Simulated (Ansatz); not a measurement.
Ansatz (a program for electronic structure) input (B3LYP-D3(BJ)/def2-TZVP):

Ansatz 0.2 input:
```yaml
crystal:
  periodic: [false, false, false]
  atoms:
    - {symbol: Zr, position_ang: [-0.00000000, -0.00000000, -0.34298148]}
    - {symbol: F, position_ang: [0.00000000, 0.00000000, 1.52436215]}
basis:
  gaussian:
    orbitals: def2-TZVP
hamiltonian:
  xc: b3lyp
  dispersion: d3bj
magnetization: {spin_polarized: true, initial_magnetization: 1}
phonons: {temperatures: {t_min: 298.15, t_max: 298.15, t_step: 100}}
```

Output:

```
Functional definition: B3LYP
integrals: 0.01 GiB planned
511 factors; their error is unknown
mean field: 0.20 GiB planned
mean field evaluation 1: about -3995.2877 eV, gradient 2.9e1 eV
mean field evaluation 2: about -3964.6546 eV, gradient 1.0e2 eV
mean field evaluation 4: about -3997.8815 eV, gradient 2.8e0 eV
mean field evaluation 8: about -3997.9465 eV, gradient 1.0e-1 eV
mean field evaluation 16: about -3997.9473 eV, gradient 4.1e-5 eV
mean field evaluation 32: about -3995.2877 eV, gradient 2.9e1 eV
mean field -3997.96089665 eV, -146.9223530366 hartree, gradient 6.5e-6 eV, S^2 1.010526; 7 other end points of the search recorded, 0 dependent functions left out
the calculation of the forces begins
reference -3997.96108011 eV, -146.9223597786 hartree; 11, 10 occupied and 60, 61 virtual orbitals, 511 factors
these checks for a lower state are left out or cut short: stability, starts, cluster_reference, orbital_swaps, neighbouring_geometries, increment
integrals: 0.01 GiB planned
511 factors; their error is unknown
mean field: 0.20 GiB planned
mean field -3997.96089665 eV, -146.9223530366 hartree, gradient 9.5e-7 eV, S^2 1.010528; 0 other end points of the search recorded, 0 dependent functions left out
the calculation of the forces begins
reference -3997.96108011 eV, -146.9223597786 hartree; 11, 10 occupied and 60, 61 virtual orbitals, 511 factors
these checks for a lower state are left out or cut short: stability, starts, cluster_reference, orbital_swaps, neighbouring_geometries, increment
integrals: 0.01 GiB planned
511 factors; their error is unknown
mean field: 0.20 GiB planned
mean field evaluation 64: about -3997.9338 eV, gradient 8.7e-2 eV
mean field -3997.96089665 eV, -146.9223530366 hartree, gradient 9.5e-7 eV, S^2 1.010528; 0 other end points of the search recorded, 0 dependent functions left out
the calculation of the forces begins
reference -3997.96108011 eV, -146.9223597786 hartree; 11, 10 occupied and 60, 61 virtual orbitals, 511 factors
these checks for a lower state are left out or cut short: stability, starts, cluster_reference, orbital_swaps, neighbouring_geometries, increment
integrals: 0.01 GiB planned
511 factors; their error is unknown
mean field: 0.20 GiB planned
mean field -3997.96089665 eV, -146.9223530366 hartree, gradient 9.5e-7 eV, S^2 1.010528; 0 other end points of the search recorded, 0 dependent functions left out
the calculation of the forces begins
reference -3997.96108011 eV, -146.9223597786 hartree; 11, 10 occupied and 60, 61 virtual orbitals, 511 factors
these checks for a lower state are left out or cut short: stability, starts, cluster_reference, orbital_swaps, neighbouring_geometries, increment
integrals: 0.01 GiB planned
511 factors; their error is unknown
mean field: 0.20 GiB planned
mean field -3997.96089665 eV, -146.9223530366 hartree, gradient 9.5e-7 eV, S^2 1.010528; 0 other end points of the search recorded, 0 dependent functions left out
the calculation of the forces begins
reference -3997.96108011 eV, -146.9223597786 hartree; 11, 10 occupied and 60, 61 virtual orbitals, 511 factors
these checks for a lower state are left out or cut short: stability, starts, cluster_reference, orbital_swaps, neighbouring_geometries, increment
integrals: 0.01 GiB planned
511 factors; their error is unknown
mean field: 0.20 GiB planned
mean field -3997.96081066 eV, -146.9223498766 hartree, gradient 1.9e-6 eV, S^2 1.008341; 0 other end points of the search recorded, 0 dependent functions left out
the calculation of the forces begins
reference -3997.96099406 eV, -146.9223566163 hartree; 11, 10 occupied and 60, 61 virtual orbitals, 511 factors
these checks for a lower state are left out or cut short: stability, starts, cluster_reference, orbital_swaps, neighbouring_geometries, increment
integrals: 0.01 GiB planned
511 factors; their error is unknown
mean field: 0.20 GiB planned
mean field evaluation 96: about -3997.9608 eV, gradient 7.4e-5 eV
mean field -3997.96081244 eV, -146.9223499422 hartree, gradient 1.3e-6 eV, S^2 1.012704; 0 other end points of the search recorded, 0 dependent functions left out
the calculation of the forces begins
reference -3997.96099596 eV, -146.9223566864 hartree; 11, 10 occupied and 60, 61 virtual orbitals, 511 factors
these checks for a lower state are left out or cut short: stability, starts, cluster_reference, orbital_swaps, neighbouring_geometries, increment
integrals: 0.01 GiB planned
511 factors; their error is unknown
mean field: 0.20 GiB planned
mean field -3997.96089665 eV, -146.9223530366 hartree, gradient 9.5e-7 eV, S^2 1.010528; 0 other end points of the search recorded, 0 dependent functions left out
the calculation of the forces begins
reference -3997.96108011 eV, -146.9223597786 hartree; 11, 10 occupied and 60, 61 virtual orbitals, 511 factors
these checks for a lower state are left out or cut short: stability, starts, cluster_reference, orbital_swaps, neighbouring_geometries, increment
integrals: 0.01 GiB planned
511 factors; their error is unknown
mean field: 0.20 GiB planned
mean field -3997.96089665 eV, -146.9223530366 hartree, gradient 9.5e-7 eV, S^2 1.010528; 0 other end points of the search recorded, 0 dependent functions left out
the calculation of the forces begins
reference -3997.96108011 eV, -146.9223597786 hartree; 11, 10 occupied and 60, 61 virtual orbitals, 511 factors
these checks for a lower state are left out or cut short: stability, starts, cluster_reference, orbital_swaps, neighbouring_geometries, increment
integrals: 0.01 GiB planned
511 factors; their error is unknown
mean field: 0.20 GiB planned
mean field -3997.96089665 eV, -146.9223530366 hartree, gradient 9.5e-7 eV, S^2 1.010528; 0 other end points of the search recorded, 0 dependent functions left out
the calculation of the forces begins
reference -3997.96108011 eV, -146.9223597786 hartree; 11, 10 occupied and 60, 61 virtual orbitals, 511 factors
these checks for a lower state are left out or cut short: stability, starts, cluster_reference, orbital_swaps, neighbouring_geometries, increment
integrals: 0.01 GiB planned
511 factors; their error is unknown
mean field: 0.20 GiB planned
mean field evaluation 128: about -3997.9609 eV, gradient 9.5e-7 eV
mean field -3997.96089665 eV, -146.9223530366 hartree, gradient 9.5e-7 eV, S^2 1.010528; 0 other end points of the search recorded, 0 dependent functions left out
the calculation of the forces begins
reference -3997.96108011 eV, -146.9223597786 hartree; 11, 10 occupied and 60, 61 virtual orbitals, 511 factors
these checks for a lower state are left out or cut short: stability, starts, cluster_reference, orbital_swaps, neighbouring_geometries, increment
integrals: 0.01 GiB planned
511 factors; their error is unknown
mean field: 0.20 GiB planned
mean field -3997.96081244 eV, -146.9223499422 hartree, gradient 1.3e-6 eV, S^2 1.012704; 0 other end points of the search recorded, 0 dependent functions left out
the calculation of the forces begins
reference -3997.96099596 eV, -146.9223566864 hartree; 11, 10 occupied and 60, 61 virtual orbitals, 511 factors
these checks for a lower state are left out or cut short: stability, starts, cluster_reference, orbital_swaps, neighbouring_geometries, increment
integrals: 0.01 GiB planned
511 factors; their error is unknown
mean field: 0.20 GiB planned
mean field -3997.96081066 eV, -146.9223498766 hartree, gradient 1.9e-6 eV, S^2 1.008341; 0 other end points of the search recorded, 0 dependent functions left out
the calculation of the forces begins
reference -3997.96099406 eV, -146.9223566163 hartree; 11, 10 occupied and 60, 61 virtual orbitals, 511 factors
Total energy: -3997.99298820 eV, -146.9235323793 hartree
Atom 0 at    -0.000000    -0.000000    -0.342981 Å, force    -0.000000    -0.000000    -0.000003 eV/Å
Atom 1 at     0.000000     0.000000     1.524362 Å, force     0.000000     0.000000     0.000003 eV/Å
Dipole moment:     0.000000     0.000000    -0.410085 e Å
Vibrations: 686.08 cm⁻¹, zero-point energy 0.042531 eV
```

The spin state was set by rule; other spins were not relaxed.

The determinant is spin-contaminated: <S^2> is 1.01 against 0.75 for a pure state.
